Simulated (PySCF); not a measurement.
## Electric field gradients and quadrupole coupling constants

C₅H₁₁O₂PSi.
Geometry (GFN2-xTB, Å), atoms numbered from 1 in this order:
```xyz
20
C5H11O2PSi angstrom
C     -0.9655    0.0143    1.5903
C     -0.8040    0.1561    0.2792
O     -1.7947    0.3532   -0.6392
C     -3.1237    0.4267   -0.1752
Si     0.8637    0.1354   -0.6358
P      0.6274    0.8797   -2.7394
C      2.0592   -1.3268   -0.3209
C      2.9161   -0.2588    0.3492
O      2.0883    0.8936    0.1973
H     -1.9192    0.0450    2.0896
H     -0.1029   -0.1303    2.2127
H     -3.7441    0.5756   -1.0573
H     -3.2553    1.2681    0.5121
H     -3.4173   -0.5008    0.3260
H     -0.3935   -0.0054   -3.0272
H     -0.2548    1.8769   -2.3707
H      2.5276   -1.7796   -1.1872
H      1.7288   -2.1052    0.3572
H      3.8670   -0.0781   -0.1520
H      3.0917   -0.4289    1.4119
```

Field gradients from the PBE0/pcSseg-1 density (PySCF, non-relativistic), principal values in atomic units, ordered |Vxx| ≤ |Vyy| ≤ |Vzz|:

```tsv
atom	Vxx	Vyy	Vzz
O3	-0.3564	-1.5249	1.8813
O9	-0.5193	-1.1110	1.6303
```

Problem. Find the asymmetry η = (Vxx − Vyy)/Vzz and the couplings χ = eQV/h (234.96 MHz × Q in barn × V in au), with Q(17O) = −0.0256 b.

Solution. 
| atom | environment | nucleus | η | χzz (MHz) | χxx (MHz) | χyy (MHz) |
| --- | --- | --- | --- | --- | --- | --- |
| O3 | ether oxygen | 17O | 0.62 | -11.32 | 2.14 | 9.17 |
| O9 | silyl ether oxygen | 17O | 0.36 | -9.81 | 3.12 | 6.68 |

The tensor is traceless: Vxx + Vyy + Vzz = 0.

Problem. What is Vzz at O3 in SI units (1 au = 9.71736 × 10²¹ V/m²)?

Solution. 1.8813 au = 18.281 × 10²¹ V/m².

Problem. And the gradient at the other heavy atoms, for which no coupling is worked out here?

Solution. 
```tsv
atom	environment	Vzz (au)	η
C1	terminal =CH2 carbon	0.190	0.44
C2	vinylic carbon bearing oxygen	-0.425	0.02
C4	methoxy carbon	0.415	0.07
Si5	oxygen-bound silicon	0.453	0.57
P6	three-coordinate phosphorus	-0.996	0.34
C7	sp3 carbon bound to silicon	0.085	0.51
C8	sp3 carbon bound to oxygen	0.382	0.34
```

Problem. What couplings would deuterons (Q(2H) = 0.00286 b) have in place of the hydrogens, at this geometry?

Solution. 
```csv
atom,bonded to,bond length (Å),Vzz (au),η,χzz (kHz)
H10,C1,1.077,0.3407,0.08,229
H11,C1,1.073,0.3453,0.08,232
H12,C4,1.089,0.3047,0.07,205
H13,C4,1.094,0.2925,0.07,197
H14,C4,1.094,0.2927,0.07,197
H15,P6,1.381,0.2168,0.09,146
H16,P6,1.382,0.2167,0.08,146
H17,C7,1.084,0.3277,0.04,220
H18,C7,1.084,0.3280,0.05,220
H19,C8,1.090,0.3013,0.04,202
H20,C8,1.090,0.3015,0.04,203
```

Isolated species at its GFN2-xTB geometry (one conformer only). GFN2-xTB bond lengths can be off by several hundredths of an ångström, more for odd bonds, and the gradients follow them. A larger basis could move these couplings by a tenth or more.

These values come from a run that also computed NMR shieldings. On one thread of an Intel Xeon Platinum 8259CL at 2.50 GHz, no GPU, shared host, this took 79 s of wall time (grids of density and orbitals included) and 0.97 GiB of memory at its peak.
